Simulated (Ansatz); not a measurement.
CdCl₂ was relaxed with PBE0-D4 (def2-TZVP) in Ansatz in these states: charge +1 doublet, neutral singlet. The geometries follow in no particular order.

In the def2 sets Cd takes a core potential; there is no spin–orbit coupling.

A:

```xyz
3

Cd    0.000    0.000    0.000
Cl    0.929    2.088    0.179
Cl   -0.929   -2.088   -0.179
```

B:

```xyz
3

Cd   -0.0001    0.0007   -0.0005
Cl    0.6673    1.3823    1.6643
Cl   -0.6672   -1.3829   -1.6639
```

Question: Judge from the bond lengths which geometry belongs to which state (an estimate).

Answer: A is the charge +1 doublet (Cd1–Cl2 2.293 Å, Cd1–Cl3 2.293 Å); B is the neutral singlet (Cd1–Cl2 2.264 Å, Cd1–Cl3 2.264 Å).
